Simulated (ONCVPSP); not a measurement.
**B (Z = 5), ONCV: configuration errors across variants**

ONCVPSP 4.0.1 input, shortened (lines: element, Z, core and valence counts, functional; n l f; lmax; l rc ep ncon nbas qcut; lloc lpopt rc5 dvloc0; l nproj debl; icmod fcfact rcfact), PBEsol, scalar-relativistic:

```
  B 5.00    1    2  -116133      upf
    1    0    2.00
    2    0    2.00
    2    1    1.00
    2
    0    1.40    0.00    4    8    4.20
    1    4.00    0.00    5    8    3.00
    2    3.10    0.09    4    7    3.10
    4    5    1.00    6.00
    0    2    0.90
    1    1    2.00
    2    3    0.60
    1    0.60    0.00
```

All-electron excitation energies from the reference (eV): (1) 2s2 2p0 8.140; (2) 2s1 2p0 33.401; (3) 2s2 2p0.5 2.855; (4) 2s1 2p2 5.819.

Errors AE − PS in meV (a dash: test not solved or not reliable):

```csv
change,(1),(2),(3),(4),bound ghosts,GHOST(+) flags above zero
base,+242,+686,+38,-60,none,none
"all radii but the core radius scaled by about 0.77 (s 1.08, p 3.10, d 2.40 bohr); local potential polynomial inside 0.78 bohr (lpopt 5, dvloc0 6 Ha)",+122,+376,+17,-29,none,"s, d"
"all radii but the core radius scaled by about 0.88 (s 1.24, p 3.54, d 2.74 bohr); local potential polynomial inside 0.88 bohr (lpopt 5, dvloc0 6 Ha)",+175,+517,+26,-42,none,none
"all radii but the core radius scaled by about 0.96 (s 1.34, p 3.82, d 2.96 bohr); local potential polynomial inside 0.96 bohr (lpopt 5, dvloc0 6 Ha)",+215,+618,+33,-53,none,none
"all radii but the core radius scaled by about 1.10 (s 1.54, p 4.38, d 3.40 bohr); local potential polynomial inside 1.10 bohr (lpopt 5, dvloc0 6 Ha)",+302,+833,+48,-78,none,none
"all radii but the core radius scaled by about 1.15 (s 1.60, p 4.58, d 3.56 bohr); local potential polynomial inside 1.14 bohr (lpopt 5, dvloc0 6 Ha)",+335,+917,+54,-87,none,s
"all radii but the core radius scaled by about 1.24 (s 1.74, p 4.94, d 3.84 bohr); local potential polynomial inside 1.24 bohr (lpopt 5, dvloc0 6 Ha)",+397,+1072,+67,-109,none,d
```

Task: Give the same row for: all radii but the core radius scaled by about 1.30 (s 1.82, p 5.20, d 4.02 bohr); local potential polynomial inside 1.30 bohr (lpopt 5, dvloc0 6 Ha).

Result: +449, +1200, +77, -125; bound ghosts: none; GHOST(+) flags above zero: none.
